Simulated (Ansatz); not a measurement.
CrS₂⁻, relaxed as a doublet with UKS PBE0-D4/def2-TZVPD in Ansatz, starting from the GFN2-xTB geometry. Force threshold 0.02 eV/Å.

The charge -1 doublet is spin-contaminated (final ⟨S²⟩ up to 2.72, 0.75 for a pure state). The highest occupied level of the charge -1 doublet lies above zero (up to 0.01 eV). It is a level of β spin, whose loss leaves a triplet; that state wasn't run at this geometry and level. The electron is either unbound and held by the finite basis, or the level is raised by self-interaction error. The relaxation made no stability test and no search for a lower SCF solution. No other spin state of charge -1 was run. Another isomer (quartet) lies 2.88 eV lower at PBE0-D4/def2-TZVPD; other spin states weren't run for this one.

Start:

Cartesian coordinates in Å:
```
Cr 0.342 1.290 -1.212
S 0.577 0.106 0.589
S -0.918 -1.396 0.624
```

(1) Estimate the energy that the relaxation releases and the steps that it takes.

(2) Does the start keep its bonding and symmetry?

(3) Predict the relaxed structure.

## Answers

(1) 97.6 kJ/mol, in 11 steps; 26 s on 4 threads of Intel Xeon 6975P-C on a shared host. No frequencies were taken in this run, so the end may be a saddle point.

(2) Bonds formed: Cr1–S3 (atoms count from 1). Point group Cs at the start, C2v at the end, both within 0.05 Å.

(3) 
```xyz
3

Cr   -0.009    0.831   -1.069
S     0.830    0.093    0.923
S    -0.821   -0.924    0.146
```
Bond lengths: 2 × Cr–S 2.28 Å; 1 × S–S 2.09 Å.
